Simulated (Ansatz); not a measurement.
Relaxation of ClFH$_{3}$InO$_{2}$ (8 atoms, charge 0, multiplicity 1), to a largest force component of 0.03 eV/Å in at most 50 steps.

Theory: Ansatz 0.2.0, RKS CAM-B3LYP-D4/def2-SVP.

```xyz
8
Properties=species:S:1:pos:R:3
In 0.019 0.446 -0.440
Cl -0.035 0.278 3.188
O 1.797 -0.237 -0.955
H 1.775 -1.065 -1.453
O -1.833 -0.124 -0.808
H -1.910 -1.026 -1.145
F 0.114 2.110 0.527
H 0.036 1.436 2.528
```

Task: Where does it end, and by what steps?

Result: It converged. After 20 steps the energy has fallen by 0.875 eV; H8 moved furthest, 1.00 Å. Parted: Cl2–H8 (1.33 → 2.15 Å). Joined: In1–Cl2 (3.63 → 2.38 Å), F7–H8 (2.11 → 0.95 Å).

| step | energy less start (eV) | largest force component (eV/Å) | accepted |
| --- | --- | --- | --- |
| 0 | 0.0000 | 0.942 | yes |
| 1 | -0.1311 | 0.295 | yes |
| 2 | -0.2290 | 0.587 | yes |
| 3 | -0.2892 | 0.528 | yes |
| 4 | -0.3039 | 0.325 | yes |
| 5 | -0.3145 | 0.155 | yes |
| 6 | -0.3312 | 0.149 | yes |
| 7 | -0.4121 | 1.129 | yes |
| 8 | -0.2742 | 5.446 | no |
| 9 | -0.5530 | 0.994 | yes |
| 10 | -0.6967 | 0.985 | yes |
| 11 | -0.7674 | 1.383 | yes |
| 12 | -0.7941 | 0.662 | yes |
| 13 | -0.8234 | 0.312 | yes |
| 14 | -0.8460 | 0.272 | yes |
| 15 | -0.8600 | 0.363 | yes |
| 16 | -0.8725 | 0.079 | yes |
| 17 | -0.8737 | 0.074 | yes |
| 18 | -0.8514 | 1.377 | no |
| 19 | -0.8749 | 0.035 | yes |
| 20 | -0.8751 | 0.003 | yes |

```xyz
8
Properties=species:S:1:pos:R:3
In -0.024 -0.194 0.264
Cl 0.049 -0.005 2.640
O 1.749 -0.557 -0.533
H 1.769 -0.477 -1.495
O -1.864 -0.341 -0.443
H -1.910 -0.639 -1.360
F 0.088 2.123 0.721
H 0.103 1.907 1.649
```

Whether the end is a true minimum wasn't checked by a vibrational analysis.

Time of the run: 45 s on 4 threads of Arm Neoverse V1, on a shared host, peak memory 0.27 GiB.
